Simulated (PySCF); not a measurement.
Ga(H)(F)(OH) (FGaH₂O), SMILES [F][GaH][OH]. The structure is a stationary point at B3LYP-D3(BJ)/def2-TZVP. The values are those of a single conformer.

Problem. Give the equilibrium geometry at B3LYP-D3(BJ)/def2-TZVP (PySCF confirms it by a frequency run) as a Z-matrix, and its point group. (The exact figures need the calculation; the answer reports its results.)

Solution. Several could match; the one computed here: point group Cs.
```
Ga
F 1 1.7673
O 1 1.7803 2 113.21
H 3 0.9636 1 113.43 2 0.00
H 1 1.5379 2 121.27 4 180.00
```
